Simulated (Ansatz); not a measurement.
Geometry optimisation of CH4B2BrN (`BBC(=N)Br`).

```yaml
crystal:
  periodic: [false, false, false]
  atoms:
    - {symbol: B, position_ang: [-0.038663, 1.454365, 0.551254]}
    - {symbol: B, position_ang: [0.802800, 0.092856, 0.077381]}
    - {symbol: C, position_ang: [-0.287318, -0.950836, -0.429739]}
    - {symbol: N, position_ang: [-0.480693, -2.147739, -0.729431]}
    - {symbol: Br, position_ang: [-1.927230, 0.316366, -0.399972]}
    - {symbol: H, position_ang: [0.022314, 2.476851, -0.118350]}
    - {symbol: H, position_ang: [-0.386372, 1.617518, 1.711678]}
    - {symbol: H, position_ang: [1.981286, -0.215630, 0.022240]}
    - {symbol: H, position_ang: [0.402177, -2.690051, -0.702262]}
basis:
  gaussian: {orbitals: def2-TZVP}
hamiltonian: {xc: pbe0, dispersion: d4}
relax: {f_tol: 0.005, max_steps: 150}
```

```sh
$ ansatz run in.yaml --threads 4 --pin off --events-out ev --progress --plain --max-ram 10444MiB
```

It prints (some lines left out):

```
Functional definition: PBE0
mean field -73977.09711290 eV, -2718.6081754217 hartree, gradient 1.9e-5 eV, S^2 0.000000; 0 other end points of the search recorded, 0 dependent functions left out
relax step   1: F+E_penalty+E_count = -73977.27914584 eV  Δ(F+E_penalty+E_count) = +0.000e0 eV  max|allowed force component| = 9.736e-1 eV/Å  Δτ_max = 0.0000 Å  (31 SCF iters, accepted)
mean field -73977.13926007 eV, -2718.6097243017 hartree, gradient 1.5e-5 eV, S^2 0.000000; 0 other end points of the search recorded, 0 dependent functions left out
relax step   2: F+E_penalty+E_count = -73977.32239536 eV  Δ(F+E_penalty+E_count) = -4.325e-2 eV  max|allowed force component| = 2.675e-1 eV/Å  Δτ_max = 0.0306 Å  (34 SCF iters, accepted)
mean field -73977.14486177 eV, -2718.6099301604 hartree, gradient 1.4e-5 eV, S^2 0.000000; 0 other end points of the search recorded, 0 dependent functions left out
relax step   3: F+E_penalty+E_count = -73977.32820765 eV  Δ(F+E_penalty+E_count) = -5.812e-3 eV  max|allowed force component| = 3.009e-1 eV/Å  Δτ_max = 0.0225 Å  (33 SCF iters, accepted)
mean field -73977.14962119 eV, -2718.6101050659 hartree, gradient 1.6e-5 eV, S^2 0.000000; 0 other end points of the search recorded, 0 dependent functions left out
relax step   4: F+E_penalty+E_count = -73977.33282449 eV  Δ(F+E_penalty+E_count) = -4.617e-3 eV  max|allowed force component| = 2.303e-1 eV/Å  Δτ_max = 0.0231 Å  (34 SCF iters, accepted)
mean field -73977.15433278 eV, -2718.6102782136 hartree, gradient 1.7e-5 eV, S^2 0.000000; 0 other end points of the search recorded, 0 dependent functions left out
relax step   5: F+E_penalty+E_count = -73977.33714852 eV  Δ(F+E_penalty+E_count) = -4.324e-3 eV  max|allowed force component| = 1.012e-1 eV/Å  Δτ_max = 0.0344 Å  (34 SCF iters, accepted)
mean field -73977.15763968 eV, -2718.6103997398 hartree, gradient 1.9e-5 eV, S^2 0.000000; 0 other end points of the search recorded, 0 dependent functions left out
relax step   6: F+E_penalty+E_count = -73977.33986343 eV  Δ(F+E_penalty+E_count) = -2.715e-3 eV  max|allowed force component| = 6.306e-2 eV/Å  Δτ_max = 0.0500 Å  (33 SCF iters, accepted)
mean field -73977.15808410 eV, -2718.6104160720 hartree, gradient 1.1e-5 eV, S^2 0.000000; 0 other end points of the search recorded, 0 dependent functions left out
relax step   7: F+E_penalty+E_count = -73977.34009756 eV  Δ(F+E_penalty+E_count) = -2.341e-4 eV  max|allowed force component| = 4.172e-2 eV/Å  Δτ_max = 0.0200 Å  (34 SCF iters, accepted)
mean field -73977.15846097 eV, -2718.6104299218 hartree, gradient 1.3e-5 eV, S^2 0.000000; 0 other end points of the search recorded, 0 dependent functions left out
relax step   8: F+E_penalty+E_count = -73977.34047772 eV  Δ(F+E_penalty+E_count) = -3.802e-4 eV  max|allowed force component| = 1.928e-2 eV/Å  Δτ_max = 0.0046 Å  (35 SCF iters, accepted)
mean field -73977.15860598 eV, -2718.6104352506 hartree, gradient 1.1e-5 eV, S^2 0.000000; 0 other end points of the search recorded, 0 dependent functions left out
relax step   9: F+E_penalty+E_count = -73977.34057224 eV  Δ(F+E_penalty+E_count) = -9.452e-5 eV  max|allowed force component| = 2.702e-2 eV/Å  Δτ_max = 0.0147 Å  (34 SCF iters, accepted)
mean field -73977.15882076 eV, -2718.6104431438 hartree, gradient 1.4e-5 eV, S^2 0.000000; 0 other end points of the search recorded, 0 dependent functions left out
relax step  10: F+E_penalty+E_count = -73977.34082053 eV  Δ(F+E_penalty+E_count) = -2.483e-4 eV  max|allowed force component| = 2.218e-2 eV/Å  Δτ_max = 0.0144 Å  (34 SCF iters, accepted)
mean field -73977.15906786 eV, -2718.6104522244 hartree, gradient 1.1e-5 eV, S^2 0.000000; 0 other end points of the search recorded, 0 dependent functions left out
relax step  11: F+E_penalty+E_count = -73977.34103015 eV  Δ(F+E_penalty+E_count) = -2.096e-4 eV  max|allowed force component| = 1.790e-2 eV/Å  Δτ_max = 0.0180 Å  (34 SCF iters, accepted)
mean field -73977.15925651 eV, -2718.6104591573 hartree, gradient 1.2e-5 eV, S^2 0.000000; 0 other end points of the search recorded, 0 dependent functions left out
relax step  12: F+E_penalty+E_count = -73977.34118449 eV  Δ(F+E_penalty+E_count) = -1.543e-4 eV  max|allowed force component| = 3.997e-2 eV/Å  Δτ_max = 0.0257 Å  (34 SCF iters, accepted)
mean field -73977.15933596 eV, -2718.6104620771 hartree, gradient 1.3e-5 eV, S^2 0.000000; 0 other end points of the search recorded, 0 dependent functions left out
relax step  13: F+E_penalty+E_count = -73977.34126030 eV  Δ(F+E_penalty+E_count) = -7.581e-5 eV  max|allowed force component| = 4.236e-2 eV/Å  Δτ_max = 0.0108 Å  (36 SCF iters, accepted)
mean field -73977.15945557 eV, -2718.6104664727 hartree, gradient 1.2e-5 eV, S^2 0.000000; 0 other end points of the search recorded, 0 dependent functions left out
relax step  14: F+E_penalty+E_count = -73977.34139991 eV  Δ(F+E_penalty+E_count) = -1.396e-4 eV  max|allowed force component| = 5.316e-2 eV/Å  Δτ_max = 0.0273 Å  (35 SCF iters, accepted)
mean field -73977.15950423 eV, -2718.6104682608 hartree, gradient 1.3e-5 eV, S^2 0.000000; 0 other end points of the search recorded, 0 dependent functions left out
relax step  15: F+E_penalty+E_count = -73977.34144448 eV  Δ(F+E_penalty+E_count) = -4.457e-5 eV  max|allowed force component| = 6.805e-2 eV/Å  Δτ_max = 0.0154 Å  (34 SCF iters, accepted)
mean field -73977.15955131 eV, -2718.6104699910 hartree, gradient 1.0e-5 eV, S^2 0.000000; 0 other end points of the search recorded, 0 dependent functions left out
relax step  16: F+E_penalty+E_count = -73977.34151525 eV  Δ(F+E_penalty+E_count) = -7.077e-5 eV  max|allowed force component| = 4.852e-2 eV/Å  Δτ_max = 0.0050 Å  (35 SCF iters, accepted)
mean field -73977.15958223 eV, -2718.6104711274 hartree, gradient 1.0e-5 eV, S^2 0.000000; 0 other end points of the search recorded, 0 dependent functions left out
relax step  17: F+E_penalty+E_count = -73977.34156077 eV  Δ(F+E_penalty+E_count) = -4.551e-5 eV  max|allowed force component| = 2.249e-2 eV/Å  Δτ_max = 0.0034 Å  (35 SCF iters, accepted)
mean field -73977.15959741 eV, -2718.6104716849 hartree, gradient 1.0e-5 eV, S^2 0.000000; 0 other end points of the search recorded, 0 dependent functions left out
relax step  18: F+E_penalty+E_count = -73977.34157698 eV  Δ(F+E_penalty+E_count) = -1.621e-5 eV  max|allowed force component| = 1.433e-2 eV/Å  Δτ_max = 0.0028 Å  (37 SCF iters, accepted)
mean field -73977.15960424 eV, -2718.6104719362 hartree, gradient 1.0e-5 eV, S^2 0.000000; 0 other end points of the search recorded, 0 dependent functions left out
relax step  19: F+E_penalty+E_count = -73977.34158406 eV  Δ(F+E_penalty+E_count) = -7.081e-6 eV  max|allowed force component| = 8.015e-3 eV/Å  Δτ_max = 0.0040 Å  (36 SCF iters, accepted)
mean field -73977.15960598 eV, -2718.6104720001 hartree, gradient 1.0e-5 eV, S^2 0.000000; 0 other end points of the search recorded, 0 dependent functions left out
relax step  20: F+E_penalty+E_count = -73977.34158706 eV  Δ(F+E_penalty+E_count) = -3.000e-6 eV  max|allowed force component| = 3.939e-3 eV/Å  Δτ_max = 0.0016 Å  (36 SCF iters, accepted)
mean field -73977.15960598 eV, -2718.6104720001 hartree, gradient 1.0e-5 eV, S^2 0.000000; 1 other end points of the search recorded, 0 dependent functions left out
Total energy: -73977.34161952 eV, -2718.6171608741 hartree
Atom 0 at     0.051530     1.495341     0.543892 Å, force    -0.000074    -0.001194     0.003673 eV/Å
Atom 1 at     0.758187     0.054264     0.145342 Å, force    -0.000987     0.000590    -0.001719 eV/Å
Atom 2 at    -0.356438    -0.926033    -0.396155 Å, force     0.003910    -0.003940    -0.001440 eV/Å
Atom 3 at    -0.441480    -2.090102    -0.825095 Å, force    -0.001597     0.002224     0.001804 eV/Å
Atom 4 at    -2.015126     0.150481    -0.297932 Å, force    -0.000727     0.001294     0.000496 eV/Å
Atom 5 at     0.024357     2.414469    -0.226334 Å, force     0.000104    -0.000064    -0.001305 eV/Å
Atom 6 at    -0.300496     1.726902     1.667190 Å, force    -0.000725     0.000692    -0.001212 eV/Å
Atom 7 at     1.888694    -0.336863     0.196779 Å, force    -0.000110    -0.000161     0.000414 eV/Å
Atom 8 at     0.479073    -2.534761    -0.824888 Å, force     0.000207     0.000558    -0.000710 eV/Å
Dipole moment:     0.376215    -0.164686     0.005500 e Å
```

It took 36 s on 4 threads of an Intel Xeon 6975P-C on a shared host, with 0.56 GiB of host memory at the peak.
